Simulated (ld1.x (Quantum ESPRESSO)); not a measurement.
Transferability test, RRKJ potential for Ti

```
Element                 : Ti
Generator               : ld1.x (Quantum ESPRESSO) 7.5
Type                    : norm-conserving RRKJ (Kleinman–Bylander form)
Functional              : Wu–Cohen
Relativity              : fully relativistic
Frozen core             : [Ne] 3s2
Valence charge          : 10
Reference configuration : 3p6 3d2.5 4s1.5 4p0
Partial waves           : 3p (bound): rc 0.95 bohr; 3d (bound): rc 1.35 bohr; 4s (bound): rc 2.05 bohr
Local potential         : the s channel
Core correction         : Bessel-smoothed model core inside 0.95 bohr
rho0                    : 0.001
```

Open shells are filled in proportion to 2j + 1 (rel_dist='average').

Energies are relative to the spin-unpolarised reference configuration 3p6 3d2.5 4s1.5 4p0; without spin polarisation the order of configurations can differ from experiment.

Q: Give the all-electron excitation energy and the error of the potential for: 3p6 3d2 4s2 4p0; 3p6 3d2 4s1 4p0; 3p6 3d2 4s0 4p0; 3p6 3d2 4s0 4p2; 3p6 3d1 4s2 4p0; 3p6 3d1 4s0 4p0; 3p6 3d3 4s0 4p0.

A:

| valence configuration | charge | ΔE all-electron (eV) | error AE − PS (meV) |
| --- | --- | --- | --- |
| 3p6 3d2 4s2 4p0 | 0 | -0.351 | -19 |
| 3p6 3d2 4s1 4p0 | +1 | 7.014 | -4.3 |
| 3p6 3d2 4s0 4p0 | +2 | 20.425 | -42 |
| 3p6 3d2 4s0 4p2 | 0 | 5.973 | -1102 |
| 3p6 3d1 4s2 4p0 | +1 | 9.431 | +49 |
| 3p6 3d1 4s0 4p0 | +3 | 47.356 | -364 |
| 3p6 3d3 4s0 4p0 | +1 | 6.965 | -52 |

Levels in the configuration 3p6 3d1 4s2 4p0:

```json
{"level": "3p j=1/2", "all-electron (eV)": "-51.963", "pseudo (eV)": "-51.661"}
{"level": "3p j=3/2", "all-electron (eV)": "-51.277", "pseudo (eV)": "-50.974"}
{"level": "3d j=3/2", "all-electron (eV)": "-15.950", "pseudo (eV)": "-15.544"}
{"level": "3d j=5/2", "all-electron (eV)": "-15.892", "pseudo (eV)": "-15.487"}
{"level": "4s j=1/2", "all-electron (eV)": "-11.976", "pseudo (eV)": "-11.885"}
```

These tests converged, but a pseudo level misses the all-electron one widely, so the file describes the atom poorly there or has found another state: 3p6 3d1 4s0 4p0: empty 4p by 2.3 eV.
